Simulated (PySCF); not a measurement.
## Telling isomers of C₆H₃N apart by NMR

- shielding tensors at PBE0/pcSseg-1 (GIAO)
- couplings computed with B3LYP/pcJ-1 (spin–dipole term left out of most H,H and C,H couplings)
- coordinates at the GFN2-xTB level
- program: PySCF 2.14.0 with density-fitted response routines
- non-relativistic, gas phase, rapidly exchanging positions averaged, one conformer

Referencing at the same level of theory: 1H and 13C against TMS. Multiplet labels drop J under 1 Hz and among equivalent protons, and merge close values. Unscaled 3J(H,H) run several per cent high. Shifts are as computed. Against solution values, carbons near 30 ppm lie about +3 ppm off and those near 130 ppm about +5 ppm. Of 1211 compounds with measured shifts, 218 miss one by over three times the rms of a fit or turn the order of signals round; such compounds aren't used in these exercises.

(1) Tabulate the signals of `C#C[C@@H]1C=C1C#N`, `C#CC1(C#N)C=C1`, `CC#CC#CC#N` and their relative energies.

(2) What is the quickest way to tell C#C[C@@H]1C=C1C#N from C#CC1(C#N)C=C1?

(3) What is the quickest way to tell C#C[C@@H]1C=C1C#N from CC#CC#CC#N?

(4) What is the quickest way to tell C#CC1(C#N)C=C1 from CC#CC#CC#N?

Results:

(1) 
| SMILES | carbon types | δC | δH | E rel. (kcal/mol) |
| --- | --- | --- | --- | --- |
| C#C[C@@H]1C=C1C#N | 3×C 3×CH | 133.3, 114.5, 108.5, 90.3, 71.9, 14.9 | 7.70 (s, 1H), 2.64 (d, 1H), 1.28 (d, 1H) | 29.6 |
| C#CC1(C#N)C=C1 | 3×C 3×CH | 125.6, 118.1, 87.9, 73.8, 2.6 | 7.15 (s, 2H), 1.48 (s, 1H) | 31.9 |
| CC#CC#CC#N | 5×C 1×CH3 | 112.6, 85.4, 72.1, 72.0, 55.0, 5.3 | 2.25 (s, 3H) | 0.0 |

Energies are electronic energies at PBE0/pcSseg-1 on these geometries, without zero-point or thermal terms, each for the one conformer computed, which needn't be the lowest.

(2) Count the carbon signals: 6 against 5. The first has a three-membered-ring carbon (CH) at 14.9 ppm, the second a three-membered-ring carbon (C) at 2.6 ppm. Their most deshielded carbons lie at 133.3 and 125.6 ppm. In the proton spectra the most deshielded non-exchanging signals are 7.70 (s, 1H) and 7.15 (s, 2H).

(3) Both give the same number of carbon signals, but DEPT or the intensities differ. The first has an alkene CH at 133.3 ppm, the second a propargylic methyl carbon (CH3) at 5.3 ppm. Their most deshielded carbons lie at 133.3 and 112.6 ppm. In the proton spectra the most deshielded non-exchanging signals are 7.70 (s, 1H) and 2.25 (s, 3H).

(4) Count the carbon signals: 5 against 6. The first has an alkene CH at 118.1 ppm, the second a propargylic methyl carbon (CH3) at 5.3 ppm. Their most deshielded carbons lie at 125.6 and 112.6 ppm. In the proton spectra the most deshielded non-exchanging signals are 7.15 (s, 2H) and 2.25 (s, 3H).
